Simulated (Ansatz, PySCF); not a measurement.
Species: sum formula PNH, net charge 1, singlet state. It need not be the lowest isomer of its formula. 
Geometry from a B3LYP-D3(BJ)/def2-TZVP (Ansatz, a quantum-chemistry and plane-wave program) optimisation:
SMILES: [NH+]#P
```xyz
3

N      0.0000     0.0000    -0.9047
P      0.0000     0.0000     0.5502
H      0.0000     0.0000    -1.9194
```
Charge +1, spin multiplicity 1.

Total electronic energies in hartree. Valence correlation only, unless marked. No spin-orbit coupling. Non-relativistic unless marked X2C. Basis-set limits of correlation are two-point, X^-3; Hartree-Fock from the larger set (for Q and 5 zeta extrapolated as (X+1)exp(-9√X)). [CCSD(T)-MP2]/basis is that difference in the basis named.

The Hartree-Fock reference is unstable (checked in the largest basis), which strains HF and MP2. 

```json
[
 {"level": "HF/aug-cc-pV(T+d)Z", "program": "Ansatz", "energy (Eh)": "-395.50747"},
 {"level": "HF/cc-pV(5+d)Z", "program": "Ansatz", "energy (Eh)": "-395.51571"},
 {"level": "PBE-D3(BJ)/def2-TZVPD", "program": "Ansatz + dftd3", "energy (Eh)": "[?]"},
 {"level": "BP86/def2-TZVPD", "program": "PySCF", "energy (Eh)": "-396.44941"},
 {"level": "TPSS-D4/def2-TZVPD", "program": "PySCF + dftd4", "energy (Eh)": "[?]"},
 {"level": "PBE0/STO-3G", "program": "Ansatz", "energy (Eh)": "-391.67646"},
 {"level": "PW6B95/def2-TZVPD", "program": "PySCF", "energy (Eh)": "-396.76846"},
 {"level": "MP2/def2-TZVPP", "program": "Ansatz", "energy (Eh)": "-395.82978"},
 {"level": "SCS-MP2/cc-pV(T+d)Z", "program": "Ansatz", "energy (Eh)": "-395.83256"},
 {"level": "CCSD/cc-pV(T+d)Z", "program": "Ansatz", "energy (Eh)": "-395.84459"},
 {"level": "CCSD/def2-QZVPPD", "program": "Ansatz", "energy (Eh)": "-395.86980"},
 {"level": "X2C-CCSD(T)/cc-pVTZ-DK", "program": "Ansatz", "energy (Eh)": "-396.70321"},
 {"level": "RI-MP2/CBS(def2-TZVPPD,def2-QZVPPD)+[CCSD(T)-MP2]/def2-TZVPPD", "program": "Ansatz", "energy (Eh)": "-395.9088"},
 {"level": "RI-MP2/CBS(def2-TZVPP,def2-QZVPP)+[CCSD(T)-MP2]/def2-QZVPP", "program": "Ansatz", "energy (Eh)": "-395.9067"},
 {"level": "CCSD(T)/CBS(cc-pV(Q+d)Z,cc-pV(5+d)Z)", "program": "Ansatz", "energy (Eh)": "-395.9051"}
]
```

Problem. Fill in the missing entries.

Solution. 
- PBE-D3(BJ)/def2-TZVPD, energy (Eh): -396.19578
- TPSS-D4/def2-TZVPD, energy (Eh): -396.44421
